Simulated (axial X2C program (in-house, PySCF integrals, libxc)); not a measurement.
# Testing model relations on FeBr⁺

A bond curve at the PBE0 level, with spin–orbit coupling, was computed with an in-house all-electron X2C program for linear molecules (integrals from PySCF) (basis Br dyall-cv3z [8s9p6d4f1g], Fe dyall-cv3z [9s10p6d3f2g] (cores contracted in-house)) for the state Ω = 4 (⟨Sz⟩ = 2.00, ⟨Lz⟩ = 2.00 at PBE0). Its fit gives Re = 2.1837 Å, ωe = 376.8 cm⁻¹, ωexe = 0.926 cm⁻¹ and αe = 3.770e-04 cm⁻¹; the masses are 78.9183 and 55.9349 u. Two-component means X2C with spin–orbit coupling and atomic mean-field Coulomb and Gaunt terms.

Q: Find the reduced mass, Be and the force constant.

A: From the PBE0 values: μ = 32.7340 u. Be = 16.8576/(μ Re²) = 0.108 cm⁻¹. k = 5.8918×10⁻⁷ μ ωe² = 2.74 mdyn/Å.

Q: A Morse curve ties αe to the other constants (Pekeris). How well does that hold?

A: αe(Morse) = 6Be²/ωe × (√(ωexe/Be) − 1) = 3.581e-04 cm⁻¹; the PBE0 curve gives 3.770e-04 cm⁻¹, a ratio of 0.95.

Q: Where do the fundamental and the first overtone lie?

A: ν(1←0) = ωe − 2ωexe = 374.9 cm⁻¹; ν(2←0) = 2ωe − 6ωexe = 748.0 cm⁻¹.

Q: Estimate the centrifugal constant by the Kratzer relation.

A: D = 4Be³/ωe² = 3.55e-08 cm⁻¹.

The state is a single determinant with fixed occupations, the lowest that a limited PBE0 search found. Density functionals use the spin component along the axis (collinear). PBE0 can misorder states that lie within some tenths of an eV, so this need not be the ground state of the molecule. The nearest other 2c determinant of the search, Ω = 3, lies 0.16 eV up at the distance of the search. Without a current term, density functionals place determinants with orbital angular momentum somewhat too high. With several unpaired electrons one determinant need not be a pure state. Open-shell Ω = 0 determinants with evenly filled partner blocks cannot be reached by this program, so the Ω shown need not be the lowest component.
